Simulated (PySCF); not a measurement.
From one molecule to another.

First species: C7H6O3.
Z-matrix (Å and degrees, GFN2-xTB geometry), rows numbered from 1:
```
O 
C   1  1.2035
O   2  1.3269  1  123.49
C   2  1.5010  1  123.29  3   179.85
C   4  1.5421  2  116.31  1    60.18
C   5  1.3215  4  104.46  2   160.20
C   6  1.5338  5  104.90  4     0.42
C   7  1.5336  6  104.89  5    69.90
C   8  1.3215  7  104.91  6   -69.89
O   7  1.4204  6  100.80  5   -34.45
H   3  0.9717  2  110.54  1    -0.11
H   5  1.0697  4  123.28  2   -21.06
H   6  1.0704  5  130.74  4   178.80
H   7  1.0844  6  117.82  5  -156.71
H   8  1.0703  7  124.32  6   108.63
H   9  1.0698  4  123.35  2    21.16
```

Second species: C9H5S (charge +1).
Cartesian coordinates in Å at the GFN2-xTB level; atoms count from 1:
```
atom  x, y, z in Å
C1     2.0926    2.1048   -0.5490
C2     1.1698    1.3614   -0.3489
C3     0.0698    0.5053   -0.1156
C4    -1.2258    1.0218   -0.1769
C5    -2.3671    0.2556    0.0384
C6    -2.3261   -1.0841    0.3292
S7    -0.9052   -1.9951    0.4740
C8     0.3296   -0.8455    0.1727
C9     1.6416   -1.3319    0.2285
C10    2.7650   -1.7645    0.2769
H11    2.8980    2.7578   -0.7240
H12   -1.3340    2.0728   -0.4039
H13   -3.3332    0.7357   -0.0272
H14   -3.2296   -1.6541    0.4872
H15    3.7502   -2.1322    0.3166
```

Levels: PBE0/def2-SVPD for HOMO energy, LUMO energy, HOMO–LUMO gap, static isotropic polarisability and electronic spatial extent ⟨r²⟩ about the centre of nuclear charge; TDDFT PBE0/def2-SVPD for lowest singlet excitation; TDA PBE0/def2-SVPD for lowest triplet excitation (Tamm–Dancoff); GFN2-xTB for rotational constant A and rotational constant C. Geometries: GFN2-xTB. All species are isolated and taken at one optimised geometry, non-relativistic unless stated. Electronic properties by PySCF.

The conformers computed, where there is a choice (atom-mapped SMILES and torsion angles):
- `[O:1]=[C:2]([OH:3])[C@:4]12[CH:5]=[CH:6][C@H:7]([CH:8]=[CH:9]1)[O:10]2`: O1–C2–C4–C5 60°, H–O3–C2–O1 0°

```csv
property,column X,column Y
HOMO energy,-6.84 eV,-11.73 eV
LUMO energy,-1.12 eV,-7.85 eV
HOMO–LUMO gap,5.72 eV,3.88 eV
lowest singlet excitation,4.63 eV,3.22 eV
lowest triplet excitation (Tamm–Dancoff),3.09 eV,2.26 eV
static isotropic polarisability,80.9 au,121.7 au
electronic spatial extent ⟨r²⟩ about the centre of nuclear charge,1148 bohr²,1520 bohr²
rotational constant A,2.876 GHz,1.747 GHz
rotational constant C,1.153 GHz,0.694 GHz
```

(1) Which column belongs to which species?

(2) How does each property change from the first species to the second?

Answers

(1) Column X is the first species and column Y the second. The first has 16 atoms and 72 electrons, the second 15 and 74; their charges are 0 and +1, their HOMO energies -6.84 eV and -11.73 eV.

(2) HOMO energy -4.89 eV; LUMO energy -6.73 eV; HOMO–LUMO gap -1.84 eV; lowest singlet excitation -1.41 eV; lowest triplet excitation (Tamm–Dancoff) -0.83 eV; static isotropic polarisability +40.8 au; electronic spatial extent ⟨r²⟩ about the centre of nuclear charge +372 bohr²; rotational constant A -1.129 GHz; rotational constant C -0.459 GHz.

On the first: The principal polarisabilities are 71.2, 71.7 and 99.8 au; their mean is the isotropic value. The vertical singlet–triplet gap S1 − T1 is 1.54 eV (TDDFT singlet less Tamm–Dancoff triplet; S1: HOMO→LUMO, weight 0.99; T1: HOMO→LUMO, weight 0.92).

On the second: The vertical singlet–triplet gap S1 − T1 is 0.96 eV (TDDFT singlet less Tamm–Dancoff triplet; S1: HOMO→LUMO, weight 0.95; T1: HOMO→LUMO, weight 0.94). The 8 singlets span 3.22 to 5.18 eV, and their oscillator strengths add up to 0.52.
